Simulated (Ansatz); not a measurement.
Z-matrix (Å, degrees):
```
Si
C 1 1.839
C 1 1.888 2 89.1
H 1 1.487 2 116.4 3 -115.7
H 1 1.487 2 116.4 3 115.7
C 2 1.337 1 107.3 3 -0.0
H 2 1.080 1 132.5 3 180.0
O 3 1.390 1 108.5 2 0.0
C 3 1.326 1 132.9 2 -180.0
H 6 1.085 2 126.7 1 -180.0
H 9 1.085 3 121.7 1 180.0
H 9 1.082 3 120.1 1 -0.0
```

The species carries charge 0 and has multiplicity 1.

(1) List the PBE/def2-TZVPP orbital energies in eV (Ansatz). (An estimate is asked.)

## Answers

(1) Ansatz gave: Occupied: -1779.53, -511.75, -270.75, -270.32, -268.90, -268.61, -137.30, -94.05, -94.01, -94.00, -27.43, -19.53, -18.43, -15.93, -13.78, -12.69, -12.22, -11.05, -10.83, -10.25, -9.51, -8.45, -8.26, -7.48, -7.06, -5.55. Lowest empty: -1.75, -0.36, -0.31, 0.49, 1.09, 1.35, 1.83, 1.90.
